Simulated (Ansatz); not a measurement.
Na2Cl2⁺, that is (NaCl)2 ring with one electron fewer. Total charge 1; doublet. Geometry B3LYP-D4/def2-TZVP; atoms count from 1.

```xyz
4

Na   -1.2873    0.7219    1.7541
Cl   -1.1069   -0.0830   -0.7782
Na    1.2873   -0.7219   -1.7541
Cl    1.1069    0.0830    0.7781
```

In the charge 1 doublet, Cl2 and Cl4 lie 2.71 Å apart (atoms count from 1), so these atoms are partly bonded to each other.

**Question.** Estimate the Mulliken populations from the PBE0/def2-TZVP orbitals of Ansatz.

**Answer.** 
```tsv
atom	charge (e)	spin (α − β)
Na1	0.80	-0.01
Cl2	-0.30	0.51
Na3	0.80	-0.01
Cl4	-0.30	0.51
```
Mulliken values and Mayer orders depend strongly on the basis.

**Question.** Where does the spin sit?

**Answer.** Summed by element: Na -0.03, Cl 1.03, of 1 unpaired in all. Largest on single atoms: Cl2 0.51, Cl4 0.51, Na1 -0.01.
